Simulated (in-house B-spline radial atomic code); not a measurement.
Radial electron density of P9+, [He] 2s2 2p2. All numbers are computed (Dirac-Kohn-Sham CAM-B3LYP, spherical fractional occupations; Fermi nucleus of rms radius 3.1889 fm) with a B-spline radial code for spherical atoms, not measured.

Caution: exact exchange at fractional occupations of open shells leaves self-interaction of up to several eV.

Columns: r (bohr), 4πr²n(r) (electrons per bohr), bar.

```
 0.00384   0.3819 #
 0.00447   0.5068 #
  0.0052   0.6698 ##
 0.00605   0.8822 ##
 0.00703    1.154 ###
 0.00818    1.507 ####
 0.00952    1.957 #####
  0.0111    2.533 #######
  0.0129    3.235 ########
   0.015    4.099 ###########
  0.0174    5.123 #############
  0.0203     6.38 #################
  0.0236    7.795 ####################
  0.0274    9.359 ########################
  0.0319    11.07 #############################
  0.0371    12.79 #################################
  0.0432    14.42 #####################################
  0.0502    15.77 #########################################
  0.0584    16.69 ###########################################
   0.068       17 ############################################
  0.0791    16.57 ###########################################
   0.092    15.38 ########################################
   0.107    13.58 ###################################
   0.124    11.51 ##############################
   0.145    9.384 ########################
   0.168    7.882 ####################
   0.196    7.142 ##################
   0.228    7.297 ###################
   0.265    8.058 #####################
   0.308    8.915 #######################
   0.359    9.298 ########################
   0.417    8.797 #######################
   0.485    7.384 ###################
   0.564    5.402 ##############
   0.656     3.38 #########
   0.764    1.761 #####
   0.888    0.758 ##
    1.03   0.2647 #
     1.2  0.06917 
     1.4  0.01311 
    1.63 0.001757
```

On this grid the curve has 2 maxima, near 0.068, 0.359 bohr.

The 2p3/2 radial function P(r) = rR(r), positive near the nucleus, with its small component Q(r) (sign convention: Q ≈ (P' + κP/r)/2c):

| r (bohr) | P | Q |
| --- | --- | --- |
| 0.00384 | 0.001842 | -5.048e-05 |
| 0.0052 | 0.00334 | -9.131e-05 |
| 0.00703 | 0.006016 | -0.0001639 |
| 0.00952 | 0.01082 | -0.0002945 |
| 0.0129 | 0.01936 | -0.0005251 |
| 0.0174 | 0.03403 | -0.0009189 |
| 0.0236 | 0.05975 | -0.001604 |
| 0.0319 | 0.1026 | -0.002733 |
| 0.0432 | 0.1733 | -0.004563 |
| 0.0584 | 0.2838 | -0.00737 |
| 0.0791 | 0.4495 | -0.01148 |
| 0.107 | 0.6777 | -0.01695 |
| 0.145 | 0.9615 | -0.02349 |
| 0.196 | 1.254 | -0.02983 |
| 0.265 | 1.471 | -0.034 |
| 0.359 | 1.5 | -0.03378 |
| 0.485 | 1.271 | -0.02789 |
| 0.656 | 0.8429 | -0.01804 |
| 0.888 | 0.4029 | -0.008421 |
| 1.2 | 0.1261 | -0.002571 |
| 1.63 | 0.02132 | -0.0004325 |
